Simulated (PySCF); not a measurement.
Correlation energy of Pd⁺ (palladium, charge +1)

[Kr] 4d8 5p1, one real determinant (an excited configuration). Calculation: PySCF 2.14, in aug-cc-pVTZ-PP with ECP28MDF; scalar relativity through the core potential. Frozen: 4s2 4p6; 9 electrons correlated.

```json
{"level": "CCSD", "correlation energy (mhartree)": "-240.06"}
{"level": "(T)", "correlation energy (mhartree)": "-8.16"}
{"level": "CCSD(T)", "correlation energy (mhartree)": "-248.22"}
```

Diagnostics: T1 = 0.014, D1 = 0.0555, largest double amplitude 0.032.

The real determinant used has ⟨L²⟩ near 14 against 20 for a pure G term, so it mixes terms.

Cost of the coupled-cluster step: of the order of 40 core-seconds, for 9 correlated electrons.

Iterations:

```
CC2 = 0
CCSD nocc = (np.int64(6), np.int64(3)), nmo = (84, 84)
frozen orbitals [[0, 1, 2, 3], [0, 1, 2, 3]]
max_cycle = 100
direct = 0
conv_tol = 1e-08
conv_tol_normt = 1e-06
diis_space = 8
diis_start_cycle = 0
Init t2, MP2 energy = -0.242399029479766
Init E_corr(UCCSD) = -0.242399029480525
cycle = 1  E_corr(UCCSD) = -0.236906485613746  dE = 0.00549254387  norm(t1,t2) = 0.0406462
cycle = 2  E_corr(UCCSD) = -0.238865427583685  dE = -0.00195894197  norm(t1,t2) = 0.017382
cycle = 3  E_corr(UCCSD) = -0.239800335132161  dE = -0.000934907548  norm(t1,t2) = 0.0104312
cycle = 4  E_corr(UCCSD) = -0.239939151864598  dE = -0.000138816732  norm(t1,t2) = 0.00419379
cycle = 5  E_corr(UCCSD) = -0.239983633449784  dE = -4.44815852e-05  norm(t1,t2) = 0.00319899
cycle = 6  E_corr(UCCSD) = -0.240052674815855  dE = -6.90413661e-05  norm(t1,t2) = 0.00153236
cycle = 7  E_corr(UCCSD) = -0.240068527534603  dE = -1.58527187e-05  norm(t1,t2) = 0.000801865
cycle = 8  E_corr(UCCSD) = -0.240055996012078  dE = 1.25315225e-05  norm(t1,t2) = 0.000461281
cycle = 9  E_corr(UCCSD) = -0.240061255993307  dE = -5.25998123e-06  norm(t1,t2) = 0.000336046
cycle = 10  E_corr(UCCSD) = -0.240063920297999  dE = -2.66430469e-06  norm(t1,t2) = 0.000172766
cycle = 11  E_corr(UCCSD) = -0.240062912375325  dE = 1.00792267e-06  norm(t1,t2) = 9.02404e-05
cycle = 12  E_corr(UCCSD) = -0.240063515344756  dE = -6.02969431e-07  norm(t1,t2) = 4.08599e-05
cycle = 13  E_corr(UCCSD) = -0.240063404577791  dE = 1.10766965e-07  norm(t1,t2) = 1.25603e-05
cycle = 14  E_corr(UCCSD) = -0.240063424881377  dE = -2.03035861e-08  norm(t1,t2) = 4.09187e-06
cycle = 15  E_corr(UCCSD) = -0.240063382750034  dE = 4.21313434e-08  norm(t1,t2) = 2.00124e-06
cycle = 16  E_corr(UCCSD) = -0.240063373580909  dE = 9.16912463e-09  norm(t1,t2) = 1.00318e-06
cycle = 17  E_corr(UCCSD) = -0.240063381226038  dE = -7.64512859e-09  norm(t1,t2) = 5.91954e-07
UCCSD converged
E(UCCSD) = -126.3564607939949  E_corr = -0.240063381226038
UCCSD(T) correction = -0.00816201058077014
```

The reference is one real determinant that mixes LS terms of this configuration.
